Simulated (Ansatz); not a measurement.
`[OH][Ta]([OH])([OH])([OH])[OH]`, one more setting.

```yaml
crystal:
  periodic: [false, false, false]
  atoms:
    - {symbol: O, position_ang: [0.867779, -0.621851, -1.294771]}
    - {symbol: Ta, position_ang: [-0.181058, 0.183890, 0.118873]}
    - {symbol: O, position_ang: [0.570062, -1.159153, 1.305702]}
    - {symbol: O, position_ang: [-1.106519, 0.799424, 1.645185]}
    - {symbol: O, position_ang: [0.681213, 1.868040, -0.176208]}
    - {symbol: O, position_ang: [-1.789453, -0.127850, -0.872095]}
    - {symbol: H, position_ang: [1.491331, -1.275605, -1.595785]}
    - {symbol: H, position_ang: [1.185648, -1.801481, 0.951957]}
    - {symbol: H, position_ang: [-1.225159, 0.627385, 2.576343]}
    - {symbol: H, position_ang: [1.315974, 1.961904, -0.888864]}
    - {symbol: H, position_ang: [-1.744518, -0.511702, -1.749737]}
basis:
  gaussian: {orbitals: x2c-TZVPPall, point_charges: [{charge: 1.00, position_ang: [4.542, 0.488, 0.870]}]}
hamiltonian: {xc: {name: PBE0}, dispersion: d4}
output: {forces: true}
```

```sh
$ ansatz run in.yaml --threads 2 --pin off --events-out ev --progress --plain --max-ram 31744MiB --backend cuda --devices 0, --max-vram 18GiB
```

It prints (some lines left out):

```
Functional definition: PBE0
2016 factors; their error is unknown
mean field evaluation 1: about -434988.2727 eV, gradient 1.2e2 eV
mean field evaluation 2: about -434883.0044 eV, gradient 2.9e2 eV
mean field evaluation 4: about -435010.9822 eV, gradient 1.7e1 eV
mean field evaluation 8: about -435011.3429 eV, gradient 3.7e-1 eV
mean field evaluation 16: about -435011.9009 eV, gradient 3.0e-3 eV
mean field -435011.90086407 eV, -15986.3924950979 hartree, gradient 4.6e-5 eV, S^2 0.000000; 0 other end points of the search recorded, 0 dependent functions left out
reference -435011.90091837 eV, -15986.3924970932 hartree; 59, 59 occupied and 263, 263 virtual orbitals, 2016 factors
Total energy: -435012.07537493 eV, -15986.3989082535 hartree
Relativity: scalar
Atom 0 at     0.867779    -0.621851    -1.294771 Å, force     0.440660     0.102314     0.152711 eV/Å
Atom 1 at    -0.181058     0.183890     0.118873 Å, force    -1.513449    -0.018346    -0.048983 eV/Å
Atom 2 at     0.570062    -1.159153     1.305702 Å, force     0.454737     0.182107    -0.031302 eV/Å
Atom 3 at    -1.106519     0.799424     1.645185 Å, force     0.467370    -0.199490    -0.430724 eV/Å
Atom 4 at     0.681213     1.868040    -0.176208 Å, force     0.485614    -0.128329     0.118915 eV/Å
Atom 5 at    -1.789453    -0.127850    -0.872095 Å, force     0.739449     0.117639     0.385283 eV/Å
Atom 6 at     1.491331    -1.275605    -1.595785 Å, force    -0.230109    -0.079553    -0.070238 eV/Å
Atom 7 at     1.185648    -1.801481     0.951957 Å, force    -0.270590    -0.115984    -0.024038 eV/Å
Atom 8 at    -1.225159     0.627385     2.576343 Å, force    -0.081677     0.007530    -0.012643 eV/Å
Atom 9 at     1.315974     1.961904    -0.888864 Å, force    -0.308521     0.072236    -0.106905 eV/Å
Atom 10 at    -1.744518    -0.511702    -1.749737 Å, force    -0.065758     0.002055    -0.004141 eV/Å
Dipole moment:     0.129933    -0.464582    -0.396861 e Å
```

Run time 3.6 s (2 threads of an AMD EPYC 7R13 on a shared host and a share of an NVIDIA H100 80 GB); peak host memory 1.1 GiB.
